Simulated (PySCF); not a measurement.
Compound: SeOCl2.
Structure used (PBE0-D3(BJ)/def2-SVP), in Å, numbered top down from 1:
```xyz
4
Cl2OSe angstrom
Se     0.149   -0.001    0.654
O      1.645   -0.004    0.108
Cl    -0.893    1.667   -0.381
Cl    -0.901   -1.662   -0.381
```

Method: PySCF 2.14.0, density-fitted response routines, TDDFT B3LYP/def2-SVPD, vertical, gas phase, core orbitals frozen in the response. Relativistic effects, spin–orbit coupling among them, are left out although an element past zinc is present.

Transition dipole moments from the ground state, in atomic units and in the frame of the coordinates above (overall signs are arbitrary), for the states with f of 0.002 or more among the lowest 8:

```json
{"state": "S1", "E (hartree)": "0.1654", "μx": "-0.290", "μy": "-0.001", "μz": "-0.312"}
{"state": "S3", "E (hartree)": "0.1698", "μx": "0.000", "μy": "-0.294", "μz": "0.001"}
{"state": "S4", "E (hartree)": "0.1818", "μx": "0.105", "μy": "-0.003", "μz": "0.130"}
{"state": "S5", "E (hartree)": "0.1854", "μx": "-0.003", "μy": "-0.404", "μz": "-0.001"}
{"state": "S6", "E (hartree)": "0.1869", "μx": "-0.160", "μy": "0.004", "μz": "-0.051"}
{"state": "S7", "E (hartree)": "0.1941", "μx": "0.236", "μy": "-0.002", "μz": "-0.025"}
{"state": "S8", "E (hartree)": "0.1964", "μx": "-0.001", "μy": "-0.272", "μz": "0.000"}
```

(1) What oscillator strength does each state have?

(2) Label these states by symmetry in Cs.

(3) What angle do the transition dipoles of S1 and S5 make?

(4) How is the summed strength of these states shared among x, y and z?

Results:

(1) f = (2/3) ΔE |μ|² with ΔE in hartree (27.2114 eV).

```
state  |μ|² (au)  |μ| (D)      f
   S1      0.182     1.08  0.020
   S3      0.086     0.75  0.010
   S4      0.028     0.43  0.003
   S5      0.163     1.03  0.020
   S6      0.028     0.43  0.004
   S7      0.056     0.60  0.007
   S8      0.074     0.69  0.010
```

(2) Polarised normal to the mirror plane, so A″: S3, S5 and S8. Polarised in the mirror plane, so A′: S1, S4, S6 and S7.

(3) |cos θ| = |μa·μb| / (|μa| |μb|) = 0.01, so θ ≈ 89° (taken between 0 and 90°, since the signs are arbitrary).

(4) (2/3) Σ ΔE μα² gives 0.021 for x, 0.040 for y and 0.013 for z, 0.074 in all.
